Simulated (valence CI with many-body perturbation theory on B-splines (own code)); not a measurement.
## Energy levels of Dy25+

Computed by relativistic CI+MBPT: five valence electrons over a frozen Dirac-Fock core [Kr], a basis of 7 s, 7 p, 8 d, 6 f, 4 g, 1 h functions for each j, with the one-electron correlation potential Σ1 (screened to all orders), the two-electron term Σ2, the three-electron term Σ3, Breit, model QED; selected single and double excitations, second order for the rest, scaled by the run's own slope (own B-spline code, finite nucleus).

No measured levels were compared; by estimate terms of the open shell hold to 2 to 4 % of their energy, and close levels can change places. Among the levels kept, up to 250 cm⁻¹ of a level comes from second order outside the variational space, and about a tenth of that is noise between levels of different J, which matters for small intervals. The list stops below the first excitations out of the core.

Levels 1 to 37 of 37, with energies above the lowest level, (4d3/2^4 4d5/2) J=5/2. "Leading %" is the weight of the configuration and term that name the level; weights of strongly mixed levels are sums over their largest components and can fall short. In the jj column 3d3/2^4 stands for four electrons in 3d with j = 3/2.

| No. | Configuration | Term | J | E (eV) | Leading % | Leading jj | Second component | g |
| --- | --- | --- | --- | --- | --- | --- | --- | --- |
| 1 | 4d5 | 6S | 5/2 | 0.000 | 36 | 4d3/2^4 4d5/2 (72 %) | 30 % 4d5 4P | 1.585 |
| 2 | 4d5 | 6S | 5/2 | 6.026 | 33 | 4d3/2^3 4d5/2^2 (62 %) | 25 % 4d5 2F | 1.236 |
| 3 | 4d5 | 4G | 7/2 | 9.686 | 42 | 4d3/2^3 4d5/2^2 (96 %) | 21 % 4d5 4D | 1.148 |
| 4 | 4d5 | 4D | 3/2 | 10.037 | 43 | 4d3/2^3 4d5/2^2 (95 %) | 34 % 4d5 4P | 1.250 |
| 5 | 4d5 | 4G | 11/2 | 10.410 | 47 | 4d3/2^3 4d5/2^2 (93 %) | 34 % 4d5 2H | 1.145 |
| 6 | 4d5 | 4G | 9/2 | 11.387 | 48 | 4d3/2^3 4d5/2^2 (86 %) | 19 % 4d5 4F | 1.154 |
| 7 | 4d5 | 4D | 5/2 | 11.787 | 38 | 4d3/2^3 4d5/2^2 (73 %) | 22 % 4d5 4G | 1.135 |
| 8 | 4d5 | 4P | 1/2 | 12.408 | 53 | 4d3/2^3 4d5/2^2 (76 %) | 25 % 4d5 4D | 1.806 |
| 9 | 4d5 | 2F | 7/2 | 13.837 | 33 | 4d3/2^3 4d5/2^2 (88 %) | 25 % 4d5 4F | 1.117 |
| 10 | 4d5 | 2D | 5/2 | 15.656 | 36 | 4d3/2^2 4d5/2^3 (64 %) | 18 % 4d5 4G | 1.224 |
| 11 | 4d5 | 2D | 3/2 | 17.115 | 51 | 4d3/2^3 4d5/2^2 (64 %) | 25 % 4d5 4F | 0.792 |
| 12 | 4d5 | 4D | 7/2 | 17.284 | 49 | 4d3/2^2 4d5/2^3 (92 %) | 32 % 4d5 4G | 1.214 |
| 13 | 4d5 | 2I | 11/2 | 17.801 | 56 | 4d3/2^2 4d5/2^3 (94 %) | 40 % 4d5 4G | 1.066 |
| 14 | 4d5 | 4G | 9/2 | 18.444 | 45 | 4d3/2^2 4d5/2^3 (86 %) | 42 % 4d5 2G | 1.147 |
| 15 | 4d5 | 4D | 1/2 | 18.789 | 72 | 4d3/2^2 4d5/2^3 (92 %) | 16 % 4d5 4P | 0.653 |
| 16 | 4d5 | 2I | 13/2 | 19.528 | 99 | 4d3/2^2 4d5/2^3 (99 %) |  | 1.074 |
| 17 | 4d5 | 4P | 3/2 | 19.552 | 52 | 4d3/2^2 4d5/2^3 (91 %) | 32 % 4d5 4F | 1.199 |
| 18 | 4d5 | 2F | 5/2 | 20.118 | 41 | 4d3/2^2 4d5/2^3 (89 %) | 23 % 4d5 4D | 1.013 |
| 19 | 4d5 | 2H | 9/2 | 21.987 | 52 | 4d3/2^2 4d5/2^3 (99 %) | 47 % 4d5 4F | 1.109 |
| 20 | 4d5 | 2G | 7/2 | 22.492 | 61 | 4d3/2^2 4d5/2^3 (98 %) | 33 % 4d5 2F | 0.990 |
| 21 | 4d5 | 4F | 5/2 | 22.869 | 57 | 4d3/2^2 4d5/2^3 (92 %) | 22 % 4d5 2D | 1.037 |
| 22 | 4d5 | 2D | 3/2 | 23.769 | 86 | 4d3/2^2 4d5/2^3 (64 %) | 8 % 4d5 4F | 0.812 |
| 23 | 4d5 | 2S | 1/2 | 24.850 | 48 | 4d3/2^2 4d5/2^3 (61 %) | 27 % 4d5 4P | 1.856 |
| 24 | 4d5 | 2F | 7/2 | 24.880 | 45 | 4d3/2^2 4d5/2^3 (85 %) | 38 % 4d5 2G | 1.058 |
| 25 | 4d5 | 4P | 5/2 | 26.284 | 35 | 4d3/2 4d5/2^4 (84 %) | 28 % 4d5 2F | 1.230 |
| 26 | 4d5 | 2G | 9/2 | 27.071 | 64 | 4d3/2^2 4d5/2^3 (81 %) | 19 % 4d5 2H | 1.103 |
| 27 | 4d5 | 4F | 7/2 | 28.772 | 34 | 4d3/2 4d5/2^4 (96 %) | 30 % 4d5 2F | 1.194 |
| 28 | 4d5 | 2H | 11/2 | 29.651 | 61 | 4d3/2 4d5/2^4 (97 %) | 26 % 4d5 2I | 1.068 |
| 29 | 4d5 | 2D | 3/2 | 30.004 | 51 | 4d3/2 4d5/2^4 (84 %) | 22 % 4d5 4D | 0.900 |
| 30 | 4d5 | 2D | 5/2 | 31.387 | 64 | 4d3/2 4d5/2^4 (52 %) | 23 % 4d5 2F | 1.131 |
| 31 | 4d5 | 2G | 9/2 | 32.091 | 73 | 4d3/2 4d5/2^4 (79 %) | 11 % 4d5 2H | 1.111 |
| 32 | 4d5 | 2P | 3/2 | 32.110 | 78 | 4d3/2^2 4d5/2^3 (86 %) | 16 % 4d5 2D | 1.213 |
| 33 | 4d5 | 2D | 5/2 | 33.302 | 64 | 4d3/2^2 4d5/2^3 (38 %) | 22 % 4d5 2F | 1.109 |
| 34 | 4d5 | 2G | 7/2 | 34.064 | 66 | 4d3/2 4d5/2^4 (89 %) | 27 % 4d5 2F | 0.975 |
| 35 | 4d5 | 2P | 1/2 | 37.136 | 71 | 4d3/2 4d5/2^4 (75 %) | 23 % 4d5 2S | 1.011 |
| 36 | 4d5 | 2D | 3/2 | 41.417 | 77 | 4d3/2 4d5/2^4 (87 %) | 18 % 4d5 2P | 0.881 |
| 37 | 4d5 | 2D | 5/2 | 41.578 | 64 | 4d5/2^5 (70 %) | 15 % 4d5 2F | 1.163 |

The ionisation energy to 4d4 3P_0 of the next ion comes out as 872.61 eV (NIST: 872 ± 4 eV (theoretical)). All 37 levels together are meant to be complete up to 99.766 eV.
